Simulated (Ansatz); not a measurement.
Spectroscopic constants of NaB, multiplicity 3 (lowest of 2S+1 = 1, 3 at CCSD(T)/def2-TZVPP on PBE0 minima; our sources give no spin for the ground state, which may be another).

| level | bond energy D_e (kJ/mol) | minus CCSD(T)/def2-QZVPP |
|---|---|---|
| SVWN5/def2-TZVPP | 121.7 | 45.3 |
| PBE/def2-TZVPP | 102.0 | 25.6 |
| r2SCAN/def2-TZVPP | 107.4 | 31.0 |
| B97M-V/def2-TZVPP | 105.9 | 29.5 |
| B3LYP/def2-TZVPP | 80.9 | 4.5 |
| PBE0/def2-TZVPP | 91.6 | 15.2 |
| BHLYP/def2-TZVPP | 67.7 | -8.7 |
| CAM-B3LYP/def2-TZVPP | 77.8 | 1.4 |
| wB97X-V/def2-TZVPP | 76.7 | 0.3 |
| wB97M-V/def2-TZVPP | 80.7 | 4.3 |
| B2PLYP/def2-TZVPP | 73.8 | -2.6 |
| CCSD/def2-TZVPP | 65.5 | -10.9 |
| CCSD/def2-QZVPP | 70.6 | -5.8 |
| CCSD(T)/def2-TZVPP | 70.6 | -5.8 |
| CCSD(T)/def2-QZVPP | 76.4 | 0.0 |

 The comparison column counts from a level with limits of its own.

The rows run from 65.5 (CCSD/def2-TZVPP) to 121.7 kJ/mol (SVWN5/def2-TZVPP). From def2-TZVPP to def2-QZVPP CCSD(T) changes by 5.8. The 11 functionals in def2-TZVPP without D3 or D4 span 54.0, from BHLYP to SVWN5.

D_e counts from the fitted minimum to each atom's lowest state at the same level, without counterpoise.

Correlated levels freeze the inner cores; with def2 sets outer-core shells near the valence are correlated too.

Run with Ansatz (Gaussian basis) for Hartree–Fock, density functionals and correlated methods. Each number belongs to the level named beside it.

Ansatz is a quantum-chemistry and plane-wave program.
